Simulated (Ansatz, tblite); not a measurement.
Cost and result up the ladder for Ti(OH)F3 (TiOF3H) (6 atoms). Total charge 0; singlet. Geometry: PBE-D4/def2-SVP.

```xyz
6

Ti    0.344    0.256   -0.065
O    -1.263   -0.367    0.350
H    -1.713   -1.230    0.330
F     0.678   -0.052   -1.758
F     1.563   -0.582    0.876
F     0.390    1.975    0.266
```

Ansatz on 4 threads of Arm Neoverse V1 on a shared host; xTB runs through tblite on one thread. Times are rough, summed over both states, and most runs start from the orbitals of an earlier one. PBE0-D4/def2-TZVP serves as the yardstick here, not as an exact answer. The other state is a triplet.

The xTB rows come from tblite.

xTB has no spin-polarisation term.

```csv
level,functions,wall time
GFN1-xTB,27,0.008 s
GFN2-xTB,26,0.008 s
PBE-D4/def2-TZVP,175,6.9 s
PBE0-D4/def2-TZVP (with forces),175,15 s
```

Estimate what each level gives for the vertical triplet (eV).


```json
{"level": "GFN1-xTB", "vertical triplet (eV)": "4.89", "difference from PBE0-D4/def2-TZVP (eV)": "-0.94"}
{"level": "GFN2-xTB", "vertical triplet (eV)": "5.68", "difference from PBE0-D4/def2-TZVP (eV)": "-0.15"}
{"level": "PBE-D4/def2-TZVP", "vertical triplet (eV)": "6.01", "difference from PBE0-D4/def2-TZVP (eV)": "0.18"}
{"level": "PBE0-D4/def2-TZVP (with forces)", "vertical triplet (eV)": "5.83", "difference from PBE0-D4/def2-TZVP (eV)": "0.00"}
```
